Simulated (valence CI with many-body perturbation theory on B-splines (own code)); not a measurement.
Level structure of Ag³³⁺

Computed by valence CI with perturbative core correlation (CI+MBPT): four valence electrons over a frozen Dirac-Fock core [Ne], radial functions for each j: 11 s, 11 p, 10 d, 8 f, 5 g, 2 h, with the one-electron correlation potential Σ1 (screened to all orders), the two-electron term Σ2, the three-electron term Σ3, Breit, model QED; selected single and double excitations, second order for the rest, scaled by the run's own slope (own B-spline code, finite nucleus).

The last digits are not significant, and no measured levels were compared; by estimate large intervals hold to a few tenths of a per cent, small ones and those within an open d or f shell to about a per cent. Among the levels kept, up to 700 cm⁻¹ of a level comes from second order outside the variational space, and about a tenth of that is noise between levels of different J, which matters for small intervals.

Levels 46 to 90 of 176, with energies above the lowest level, (3s^2 3p1/2^2) J=0. "Leading %" is the weight of the configuration and term that name the level; weights of strongly mixed levels are sums over their largest components and can fall short. In the jj column 3d3/2^4 stands for four electrons in 3d with j = 3/2. Lifetimes count E1, E2, E3, M1 and M2 decay at the calculated energies, and are blank where another channel may lead or the interval is too uncertain; long ones can be off by a factor of two.

| No. | Configuration | Term | J | E (Ry) | Leading % | Lifetime | g | Leading jj |
| --- | --- | --- | --- | --- | --- | --- | --- | --- |
| 46 | 3s3p²3d | ⁵P | 1 | 21.671 | 65 | 4.57 ps | 2.175 | 3s 3p1/2 3p3/2 3d3/2 (81 %) |
| 47 | 3s3p²3d | ⁵D | 3 | 21.785 | 38 | 13.8 ps | 1.326 | 3s 3p1/2 3p3/2 3d5/2 (67 %) |
| 48 | 3s3p²3d | ³G | 3 | 22.088 | 59 | 9.41 ps | 0.865 | 3s 3p1/2 3p3/2 3d3/2 (93 %) |
| 49 | 3s3p²3d | ³P | 2 | 22.124 | 24 | 5.92 ps | 1.302 | 3s 3p1/2 3p3/2 3d5/2 (56 %) |
| 50 | 3s3p²3d | ³D | 1 | 22.219 | 30 | 4.31 ps | 0.872 | 3s 3p1/2 3p3/2 3d3/2 (56 %) |
| 51 | 3s3p²3d | ¹G | 4 | 22.432 | 45 | 29.2 ps | 1.155 | 3s 3p1/2 3p3/2 3d5/2 (56 %) |
| 52 | 3s3p²3d | ³D | 3 | 22.698 | 52 | 5.87 ps | 1.208 | 3s 3p1/2 3p3/2 3d5/2 (56 %) |
| 53 | 3s3p²3d | ³D | 1 | 22.849 | 73 | 3.52 ps | 0.735 | 3s 3p1/2 3p3/2 3d3/2 (84 %) |
| 54 | 3s3p²3d | ³G | 4 | 22.910 | 61 | 12.4 ps | 1.104 | 3s 3p1/2 3p3/2 3d5/2 (82 %) |
| 55 | 3s3p²3d | ³F | 3 | 23.004 | 29 | 8.02 ps | 1.092 | 3s 3p1/2 3p3/2 3d5/2 (77 %) |
| 56 | 3s3p²3d | ³P | 0 | 23.070 | 81 | 6.13 ps |  | 3s 3p1/2 3p3/2 3d3/2 (50 %) |
| 57 | 3s3p²3d | ³D | 1 | 23.105 | 71 | 10.4 ps | 0.680 | 3s 3p1/2 3p3/2 3d5/2 (82 %) |
| 58 | 3s3p²3d | ³F | 2 | 23.443 | 40 | 3.11 ps | 0.873 | 3s 3p1/2 3p3/2 3d3/2 (64 %) |
| 59 | 3s3p²3d | ³P | 0 | 23.503 | 64 | 5.85 ps |  | 3s 3p3/2^2 3d5/2 (44 %) |
| 60 | 3s3p²3d | ³D | 2 | 23.595 | 29 | 7.06 ps | 1.090 | 3s 3p1/2 3p3/2 3d5/2 (57 %) |
| 61 | 3s3p²3d | ³P | 1 | 23.609 | 44 | 6.86 ps | 1.461 | 3s 3p1/2 3p3/2 3d5/2 (77 %) |
| 62 | 3s3p²3d | ³F | 3 | 23.734 | 39 | 4.82 ps | 1.135 | 3s 3p1/2 3p3/2 3d5/2 (68 %) |
| 63 | 3s3p²3d | ³F | 4 | 23.814 | 36 | 35.6 ps | 1.293 | 3s 3p3/2^2 3d5/2 (72 %) |
| 64 | 3s3p²3d | ³D | 2 | 23.930 | 50 | 4.49 ps | 1.132 | 3s 3p1/2 3p3/2 3d5/2 (48 %) |
| 65 | 3s3p²3d | ³D | 2 | 24.017 | 50 | 4.04 ps | 1.233 | 3s 3p1/2 3p3/2 3d5/2 (46 %) |
| 66 | 3p⁴ | ³P | 1 | 24.105 | 24 | 3.32 ps | 1.304 | 3s 3p3/2^2 3d3/2 (48 %) |
| 67 | 3s3p²3d | ³D | 3 | 24.258 | 45 | 4.50 ps | 1.304 | 3s 3p3/2^2 3d3/2 (57 %) |
| 68 | 3s3p²3d | ³D | 2 | 24.431 | 15 | 3.90 ps | 1.293 | 3s 3p3/2^2 3d3/2 (33 %) |
| 69 | 3s3p²3d | ³G | 5 | 24.432 | 69 | 28.9 ps | 1.257 | 3s 3p3/2^2 3d5/2 (86 %) |
| 70 | 3s3p²3d | ¹P | 1 | 24.521 | 32 | 3.97 ps | 1.375 | 3s 3p3/2^2 3d3/2 (40 %) |
| 71 | 3s3p²3d | ¹S | 0 | 24.614 | 55 | 10.5 ps |  | 3s 3p3/2^2 3d5/2 (30 %) |
| 72 | 3s3p²3d | ³F | 4 | 24.892 | 58 | 5.66 ps | 1.172 | 3s 3p3/2^2 3d3/2 (64 %) |
| 73 | 3s²3d² | ³F | 2 | 25.546 | 47 | 2.34 ps | 0.886 | 3s^2 3d3/2^2 (60 %) |
| 74 | 3s3p²3d | ³P | 0 | 25.692 | 62 | 2.08 ps |  | 3s 3p3/2^2 3d3/2 (42 %) |
| 75 | 3s3p²3d | ³D | 3 | 25.717 | 44 | 8.32 ps | 1.184 | 3s 3p3/2^2 3d5/2 (80 %) |
| 76 | 3s²3d² | ³P | 2 | 25.755 | 14 | 5.22 ps | 1.249 | 3s 3p3/2^2 3d5/2 (46 %) |
| 77 | 3s3p²3d | ³S | 1 | 25.787 | 39 | 5.26 ps | 1.591 | 3s 3p3/2^2 3d5/2 (74 %) |
| 78 | 3s3p²3d | ¹P | 1 | 26.061 | 40 | 2.68 ps | 0.939 | 3s 3p3/2^2 3d3/2 (54 %) |
| 79 | 3s²3d² | ³F | 3 | 26.070 | 43 | 3.28 ps | 1.165 | 3s^2 3d3/2 3d5/2 (43 %) |
| 80 | 3s3p²3d | ³F | 4 | 26.162 | 71 | 4.28 ps | 1.194 | 3s 3p3/2^2 3d5/2 (68 %) |
| 81 | 3s3p²3d | ³D | 2 | 26.340 | 23 | 2.99 ps | 1.136 | 3s 3p3/2^2 3d3/2 (33 %) |
| 82 | 3s3p²3d | ³D | 3 | 26.426 | 71 | 4.73 ps | 1.266 | 3s 3p3/2^2 3d5/2 (79 %) |
| 83 | 3s3p²3d | ³D | 1 | 26.692 | 84 | 3.02 ps | 0.630 | 3s 3p3/2^2 3d3/2 (79 %) |
| 84 | 3s3p²3d | ³D | 2 | 26.840 | 36 | 2.79 ps | 1.005 | 3s 3p3/2^2 3d3/2 (55 %) |
| 85 | 3s²3d² | ³P | 0 | 26.894 | 55 | 2.06 ps |  | 3s^2 3d3/2^2 (63 %) |
| 86 | 3s²3d² | ³F | 3 | 26.934 | 23 | 2.58 ps | 1.109 | 3s 3p3/2^2 3d3/2 (43 %) |
| 87 | 3s²3d² | ³F | 4 | 26.991 | 67 | 3.23 ps | 1.236 | 3s^2 3d5/2^2 (44 %) |
| 88 | 3s3p²3d | ¹D | 2 | 27.110 | 55 | 4.35 ps | 1.054 | 3s 3p3/2^2 3d5/2 (69 %) |
| 89 | 3s²3d² | ³P | 1 | 27.143 | 55 | 2.13 ps | 1.455 | 3s^2 3d3/2 3d5/2 (55 %) |
| 90 | 3s²3d² | ³P | 2 | 27.442 | 28 | 2.21 ps | 1.229 | 3s 3p3/2^2 3d3/2 (42 %) |

Where two levels of one J and parity lie close, their mixing, g and order are uncertain.
